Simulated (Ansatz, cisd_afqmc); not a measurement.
Species: CH₅Al, charge 0, singlet. CH5Al (SMILES [CH3][AlH2]).
B3LYP-D3(BJ)/def2-TZVP minimum from Ansatz (a first-principles code):
```xyz
7

Al     0.0163    -0.3436    -0.6281
H     -1.3071    -0.4727    -1.4898
H      1.3612    -0.9587    -1.1963
C     -0.0233     0.5858     1.0912
H     -0.0789     1.6684     0.9278
H      0.8615     0.3957     1.7015
H     -0.9086     0.3192     1.6750
```

Atomisation energy term by term, kcal/mol (programs: Ansatz, cisd_afqmc). UHF or UKS for unpaired electrons; spin-orbit terms are left out. Cores are frozen in correlated methods. Rows without X2C or -DK are non-relativistic. AFQMC/CISD: phaseless, guided by CISD from CCSD amplitudes; bars are statistical, one sigma. Outlying blocks are dropped, and bars are widened where a walk drifts. Over all cases where full CI ran beside it in this data, AFQMC minus full CI had a median of +0.1 mEh and passed +0.4 mEh in a tenth of the cases. CBS(X,Y): correlation extrapolated as X^-3, Hartree-Fock from the larger set (Q,5: extrapolated as (X+1)exp(-9√X)). A bracket is a step between two methods taken in the basis named. '+ core + X2C': CCSD(T) terms for core correlation (cc-pwCVTZ, 1s frozen past Ne) and scalar relativity (cc-pVTZ-DK). Where a partner has so few electrons that a lower coupled-cluster level is exact, that level stands in.

| term | basis | kcal/mol |
|---|---|---|
| Hartree-Fock | CBS(cc-pV(Q+d)Z,cc-pV(5+d)Z) | 401.90 |
| CCSD correlation | CBS(cc-pV(Q+d)Z,cc-pV(5+d)Z) | 111.93 |
| (T) | CBS(cc-pV(Q+d)Z,cc-pV(5+d)Z) | 4.34 |
| CCSDT(Q) - CCSD(T) | cc-pV(T+d)Z | 0.03 |
| core correlation | cc-pwCVTZ | 0.41 |
| scalar relativity | X2C, cc-pVTZ-DK | -0.60 |
| sum: De |  | 518.0 |

The step beyond CCSD(T) by other levels: AFQMC/CISD in cc-pV(D+d)Z 0.29 ± 0.20; CCSDT(Q) in cc-pV(D+d)Z 0.18 kcal/mol.
